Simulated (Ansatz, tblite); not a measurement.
Spin states of Ca2S⁺ (the lowest doublet isomer of a short search), each relaxed with PBE-D4/def2-TZVP in Ansatz. Electronic energies in the gas phase.

The xTB rows come from tblite. LC-ωPBE has ω = 0.4 bohr⁻¹. Correlated methods freeze 15 core orbitals; core or outer-core shells of Ca are correlated, in sets that lack core-valence functions. In CCSD on the charge 1 doublet the largest single amplitude is 0.46, so its Hartree–Fock determinant may place the open shell otherwise than the density functionals do. Another isomer (doublet) lies 0.05 eV lower at PBE0-D4/def2-TZVP.

Doublet geometry (C2v within 0.1 Å):

```xyz
3

Ca    1.668    1.729   -0.237
Ca   -1.472   -1.909    0.116
S    -0.196    0.180    0.121
```

Quartet geometry (C2v within 0.1 Å):

Cartesian coordinates in Å:
```
Ca 1.8655 -0.3613 -1.7695
Ca -1.4441 0.2295 2.1456
S -0.4213 0.1318 -0.3760
```

⟨S²⟩: doublet 0.75 at PBE0-D4/def2-TZVP (pure 0.75), quartet 3.75 at PBE0-D4/def2-TZVP (pure 3.75).

Run but left out: HF/STO-3G (doublet: ⟨S²⟩ 1.76, where a pure state has 0.75); HF/def2-TZVP, HF/def2-TZVPP, MP2/def2-TZVP, MP2/def2-TZVPP (doublet: a determinant that CCSD turns far, T1 0.068).

Only these spin states were relaxed.

```json
{"level": "GFN1-xTB", "quartet − doublet (kJ/mol)": "283.2", "lowest of these": "doublet", "remarks": "–"}
{"level": "PBE-D4/def2-TZVP", "quartet − doublet (kJ/mol)": "257.2", "lowest of these": "doublet", "remarks": "–"}
{"level": "r2SCAN-D4/def2-TZVP", "quartet − doublet (kJ/mol)": "241.6", "lowest of these": "doublet", "remarks": "–"}
{"level": "PBE0-D4/def2-TZVP", "quartet − doublet (kJ/mol)": "227.3", "lowest of these": "doublet", "remarks": "–"}
{"level": "BHLYP-D4/def2-TZVP", "quartet − doublet (kJ/mol)": "191.1", "lowest of these": "doublet", "remarks": "–"}
{"level": "CAM-B3LYP-D4/def2-TZVP", "quartet − doublet (kJ/mol)": "196.7", "lowest of these": "doublet", "remarks": "–"}
{"level": "LC-ωPBE/def2-TZVP", "quartet − doublet (kJ/mol)": "199.0", "lowest of these": "doublet", "remarks": "–"}
{"level": "ωB97X-V/def2-TZVP", "quartet − doublet (kJ/mol)": "205.3", "lowest of these": "doublet", "remarks": "–"}
{"level": "ωB97M-V/def2-TZVP", "quartet − doublet (kJ/mol)": "208.3", "lowest of these": "doublet", "remarks": "–"}
{"level": "RPA@PBE/def2-TZVP", "quartet − doublet (kJ/mol)": "166.2", "lowest of these": "doublet", "remarks": "–"}
{"level": "CCSD/def2-TZVPP", "quartet − doublet (kJ/mol)": "162.6", "lowest of these": "doublet", "remarks": "large T1 (0.068) (doublet)"}
{"level": "CCSD(T)/def2-TZVPP", "quartet − doublet (kJ/mol)": "177.5", "lowest of these": "doublet", "remarks": "large T1 (0.068) (doublet)"}
```

Change of the quartet − doublet gap on mixing in exact exchange, in kJ/mol: PBE to PBE0 (25 % exact exchange) -29.9.

The xTB methods have no term that favours high spin, so they put low spin too low.
